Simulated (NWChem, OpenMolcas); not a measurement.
# From OpenMolcas to NWChem

OpenMolcas 26.06 runs this on GaCl3 (gallium trichloride (monomer)):

geom.xyz:
```
4

Cl     0.866700     0.371400     1.887500
Ga     0.013800    -0.015100    -0.005100
Cl    -0.090300    -1.995000    -0.731600
Cl    -0.734700     1.578300    -1.171100
```

test.inp:
```
>>> EXPORT MOLCAS_PRINT=2

&GATEWAY
  BasLib=$CurrDir
  Coord=geom.xyz
  Basis=STO-3G
  Group=NoSym

&SEWARD

&SCF
  Thresholds=1e-10 1e-07 1e-07 1e-05
  PrOrbitals=1 1

&ALASKA
```

```bash
$ export MOLCAS_MEM=1860
$ pymolcas test.inp > test.log
```

(Basis files named in the input come from the Basis Set Exchange and aren't shown.)

Geometry: relaxed at PBE0-D4/def2-TZVP.

It gives a total energy of -3264.827871 Eh.

Task: Translate the job to NWChem 7.3.0 as an input file of the program's own.

Result: This input was run:

cl3ga.nw:
```
START cl3ga
memory stack 880 mb heap 220 mb global 1100 mb
GEOMETRY units au noautosym nocenter noautoz
  Cl  1.63782563  0.70184428  3.56685806
  Ga  0.02607822 -0.02853486 -0.00963760
  Cl -0.17064227 -3.77000362 -1.38252363
  Cl -1.38838178  2.98255474 -2.21305826
END
BASIS spherical bse
  * library STO-3G
END
SCF
  thresh 1e-08
  maxiter 80
  print low
END
TASK scf gradient
```

```bash
$ nwchem cl3ga.nw > cl3ga.out
```

Its energy is -3264.827871 Eh, the same as the first but for the last digit, at most.
